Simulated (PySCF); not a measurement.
**Name the molecule from its bond curve**

A diatomic of charge 0 contains I. Its doublet curve at PBE0 in a double-zeta basis (spin-free X2C with a Gaussian nucleus, PySCF), in eV from the separated fragments:

(R (Å), E (eV)): (1.901, -2.089), (1.990, -2.531), (2.078, -2.775), (2.145, -2.862), (2.211, -2.887), (2.277, -2.862), (2.366, -2.772), (2.476, -2.595), (2.609, -2.327), (2.786, -1.929)

The fit gives ωe = 602 cm⁻¹ and the rotational constant Bₑ = 0.4110 cm⁻¹.

Which atom is the partner?

The minimum lies at 2.208 Å, so the reduced mass is 16.8576 u Å² cm⁻¹/(Bₑ·Re²) = 8.413 u. With I at 126.90 u the partner weighs about 9.0 u: Be. The molecule is BeI.

Spin–orbit coupling is left out. The state was picked by a PBE0 search and need not be the measured ground state.
